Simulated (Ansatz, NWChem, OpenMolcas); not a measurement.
**A ladder of methods for BH3O3 (SMILES OB(O)O)**

BH3O3: 7 atoms, total charge 0, spin state singlet. As SMILES, `OB(O)O`. The coordinates come from a PBE0-D4/def2-TZVP relaxation. This is a higher conformer, about 20 kJ/mol above the lowest found by a separate search.

Each level gives the HOMO–LUMO gap (eV). The values are calculated.

```csv
level,kind,program,value (eV)
revPBE/def2-SVPD,GGA,OpenMolcas,6.39
TPSS/def2-SVPD,meta-GGA,OpenMolcas,6.70
r2SCAN/def2-SVPD,meta-GGA,OpenMolcas,7.55
BHLYP/def2-SVPD,global hybrid,Ansatz,11.00
PBE0/def2-SVPD,global hybrid,Ansatz,8.89
CAM-B3LYP/def2-SVPD,range-separated hybrid,Ansatz,10.96
wB97X/def2-SVPD,range-separated hybrid,Ansatz,13.23
B2PLYP/def2-SVPD,double hybrid,NWChem,11.16
```

The values span 6.39 to 13.23 eV. Orbital gaps aren't excitation energies, and those of double hybrids come from the SCF part alone; they tend to grow with the share of exact exchange.
